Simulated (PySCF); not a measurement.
# `InChI=1S/C7H11N/c1-3-5-7-6(4-2)8-7/h2,6-8H,3,5H2,1H3/t6-,7-/m1/s1`

Cartesian coordinates in Å; atom numbers follow the order of the lines, from 1:
```xyz
19

C     3.873    0.557    0.494
C     2.762    0.759    0.093
C     1.456    0.947   -0.459
N     1.185    0.586   -1.843
C     0.622   -0.240   -0.803
C    -0.876   -0.193   -0.623
C    -1.280   -0.504    0.817
C    -2.791   -0.440    1.003
H     4.837    0.404    0.878
H     0.951    1.852   -0.137
H     1.980    0.176   -2.323
H     1.066   -1.218   -0.619
H    -1.339   -0.917   -1.298
H    -1.229    0.800   -0.906
H    -0.921   -1.501    1.084
H    -0.798    0.209    1.490
H    -3.061   -0.675    2.029
H    -3.160    0.557    0.769
H    -3.285   -1.151    0.345
```

Computed, not measured: PySCF, TDDFT B3LYP/def2-SVPD circular dichroism and optical rotation, one conformer, gas phase. Geometry: GFN2-xTB.

The molecule is flexible and this is one conformer; a measurement averages over conformers. States above about 6.7 eV (minus the energy of the highest occupied orbital) lie near or above the ionisation threshold and depend on the basis.

(1) Draw the ECD and absorption spectra from the lowest 12 states, each a Gaussian of half-width 0.35 eV at 1/e height.

Answers

(1) 
```csv
E (eV),λ (nm),Δε (L mol⁻¹ cm⁻¹),ε (L mol⁻¹ cm⁻¹)
5.44,228,-1.49,136
5.59,222,-4.13,417
5.74,216,-7.67,978
5.89,210,-8.80,1870
6.04,205,-4.09,3040
6.19,200,+5.07,4140
6.34,195,+12.71,4520
6.49,191,+14.73,4040
6.64,187,+12.19,3400
6.79,182,+8.28,3260
6.94,179,+5.42,3600
7.09,175,+4.39,4110
7.24,171,+2.63,4590
7.39,168,-2.29,4790
```
Δε uses R in velocity form, ε uses f in length form. Only the states computed contribute, so the short-wavelength end is incomplete.

The sign of the CD band at 185 nm isn't settled: the length form gives the opposite one.
